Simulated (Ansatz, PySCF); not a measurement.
CH7Si2, SMILES [SiH3][CH][SiH3], multiplicity 2. Atoms are numbered in the order given.

```xyz
10

Si     1.6357     0.2047     0.2394
C      0.0681    -0.1807    -0.6790
Si    -1.6596    -0.1391     0.0011
H      2.5522    -0.9769     0.2330
H      2.3581     1.3422    -0.4089
H      1.3287     0.5700     1.6524
H      0.1741    -0.4638    -1.7367
H     -2.3032    -1.4836    -0.1175
H     -2.5006     0.8348    -0.7608
H     -1.6386     0.2612     1.4376
```
Charge 0, spin multiplicity 2.

Geometry: ωB97X-D3(BJ)/def2-SVP. The isomer is the one that the SMILES or the coordinates give; other isomers of the formula were not compared.

Two levels are set side by side: PBE-D3(BJ)/def2-SVP (Ansatz, an electronic-structure program) and ωB97X-D3(BJ)/def2-SVP (PySCF). Each level has its own optimised geometry; the coordinates shown are those of the second. Frequencies come from the Hessian of PySCF at each geometry. Differences are taken from unrounded values.

```
quantity                            ωB97X-D3(BJ)
----------------------------------  ------------
mean bond length (Å)                       1.531
bond Si1–C2 (Å)                            1.857
bond C2–Si3 (Å)                            1.857
bond Si1–H4 (Å)                            1.495
bond Si1–H5 (Å)                            1.495
bond Si1–H6 (Å)                            1.491
bond C2–H7 (Å)                             1.100
bond Si3–H8 (Å)                            1.495
bond Si3–H9 (Å)                            1.495
bond Si3–H10 (Å)                           1.491
highest harmonic wavenumber (cm⁻¹)          3173
mean harmonic wavenumber (cm⁻¹)             1179
zero-point energy (kcal/mol)               40.44
```

Q: What does PBE-D3(BJ) give, and how far is it from ωB97X-D3(BJ)? (Estimate from the structure and the level; the computed values follow.)

A: 
```json
[
 {"quantity": "mean bond length (Å)", "PBE-D3(BJ)": "1.542", "PBE-D3(BJ) minus ωB97X-D3(BJ)": "0.011"},
 {"quantity": "bond Si1–C2 (Å)", "PBE-D3(BJ)": "1.862", "PBE-D3(BJ) minus ωB97X-D3(BJ)": "0.004"},
 {"quantity": "bond C2–Si3 (Å)", "PBE-D3(BJ)": "1.862", "PBE-D3(BJ) minus ωB97X-D3(BJ)": "0.004"},
 {"quantity": "bond Si1–H4 (Å)", "PBE-D3(BJ)": "1.510", "PBE-D3(BJ) minus ωB97X-D3(BJ)": "0.015"},
 {"quantity": "bond Si1–H5 (Å)", "PBE-D3(BJ)": "1.510", "PBE-D3(BJ) minus ωB97X-D3(BJ)": "0.015"},
 {"quantity": "bond Si1–H6 (Å)", "PBE-D3(BJ)": "1.504", "PBE-D3(BJ) minus ωB97X-D3(BJ)": "0.012"},
 {"quantity": "bond C2–H7 (Å)", "PBE-D3(BJ)": "1.108", "PBE-D3(BJ) minus ωB97X-D3(BJ)": "0.008"},
 {"quantity": "bond Si3–H8 (Å)", "PBE-D3(BJ)": "1.510", "PBE-D3(BJ) minus ωB97X-D3(BJ)": "0.015"},
 {"quantity": "bond Si3–H9 (Å)", "PBE-D3(BJ)": "1.510", "PBE-D3(BJ) minus ωB97X-D3(BJ)": "0.015"},
 {"quantity": "bond Si3–H10 (Å)", "PBE-D3(BJ)": "1.504", "PBE-D3(BJ) minus ωB97X-D3(BJ)": "0.012"},
 {"quantity": "highest harmonic wavenumber (cm⁻¹)", "PBE-D3(BJ)": "3068", "PBE-D3(BJ) minus ωB97X-D3(BJ)": "-104"},
 {"quantity": "mean harmonic wavenumber (cm⁻¹)", "PBE-D3(BJ)": "1123", "PBE-D3(BJ) minus ωB97X-D3(BJ)": "-56"},
 {"quantity": "zero-point energy (kcal/mol)", "PBE-D3(BJ)": "38.52", "PBE-D3(BJ) minus ωB97X-D3(BJ)": "-1.92"}
]
```

Exact exchange shortens and stiffens bonds; PBE has none. Differences between two approximate levels are no errors against the true value.
